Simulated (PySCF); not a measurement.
C2F3O, SMILES O=[C]C(F)(F)F, multiplicity 2. Geometry: PBE-D3(BJ)/def2-SVP. The isomer is the one that the SMILES or the coordinates give; other isomers of the formula were not compared.

Computed equilibrium geometry at PBE-D3(BJ)/def2-SVP (PySCF confirms it by a frequency run) as bond lengths and angles, and its point group:
point group Cs.
Atoms: O1 C2 C3 F4 F5 F6. Bond lengths (Å): O1–C2 1.185, C2–C3 1.562, C3–F4 1.344, C3–F5 1.341, C3–F6 1.341. Angles (°): O1–C2–C3 125.3, C2–C3–F4 112.6, C2–C3–F5 108.4, C2–C3–F6 108.4, F4–C3–F5 108.9, F4–C3–F6 108.9, F5–C3–F6 109.5.
Charge 0, spin multiplicity 2.
